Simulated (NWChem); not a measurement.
## Lowest excitation of CH5AlO

```
O
C 1 1.3872
H 2 1.1047 1 110.66
H 2 1.1048 3 107.10 1 120.72
H 2 1.1071 3 107.54 4 115.32
Al 1 1.6973 2 139.95 3 -121.35
H 6 1.5801 1 115.83 2 179.87
H 6 1.5888 7 124.80 1 179.95
```
Charge 0, spin multiplicity 1.

The numbers come from NWChem runs, not from measurements. Structure: optimised with PBE0/def2-SVP, a minimum by its harmonic frequencies. It is one conformer; others weren't searched.

Basis set: 6-31+G*. CR-EOMCCSD(T) is the triples correction to the same EOM-CCSD root.

The correlated methods keep 7 core orbitals frozen. B3LYP has NWChem's definition, with VWN1-RPA local correlation. The Pople sets run with spherical d functions. The structure started from a generated list of species. Coupled-cluster values serve here as a point of comparison, not as the truth.

Q: For the lowest vertical singlet excitation energy, TD-PBE gives 4.79 eV and CIS gives 6.85 eV. What do TDA-PBE0, TD-B3LYP, EOM-CCSD give?

A: TDA-PBE0: 5.48 eV; TD-B3LYP: 5.36 eV; EOM-CCSD: 5.78 eV.
